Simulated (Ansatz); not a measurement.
Consider the silylene loss: `F[SiH](Cl)N[SiH3]` → `N[SiH](F)Cl` + `[SiH2]`.

Gas-phase electronic energies from Ansatz, PBE0-D4/def2-TZVP geometries. CCSD(T)/CBS is the MP2 limit (def2-TZVPP, def2-QZVPP) plus CCSD(T) − MP2 in def2-TZVPP, frozen cores. This one scheme is used for every species. DFT in def2-TZVPP. HSE06 is defined as in plane-wave codes. Each species was taken in one conformer, which may not be the lowest.

Is it downhill or uphill in electronic energy at CCSD(T)/CBS, and by how much? (Estimate.)

Computed: Uphill: ΔE = +3.00 eV.

What do these levels give: B97M-V, HSE06-D4, ωB97X-V, PBE-QIDH, HF/def2-SVP, CCSD/CBS(def2)? (Best estimate.)

Computed: B97M-V 2.92, HSE06-D4 3.06, ωB97X-V 3.09, PBE-QIDH 3.15, HF/def2-SVP 2.81, CCSD/CBS(def2) 2.96 eV.

Largest T1 diagnostic among the species: 0.014.

At CCSD(T), def2-SVP lies −0.16 eV from the extrapolated value and def2-TZVPP −0.06 eV. In def2-TZVPP, CCSD(T) changes the Hartree–Fock value by +0.07 eV (the triples alone add +0.04 eV) and MP2 by +0.28 eV. Leaving LDA and LC-ωPBE aside and taking each functional with its dispersion term where it has one, the values, not all of them listed here, spread over 0.38 eV, from BLYP-D4 to r2SCAN0-D4. LDA lies +0.35 eV from PBE without D4.
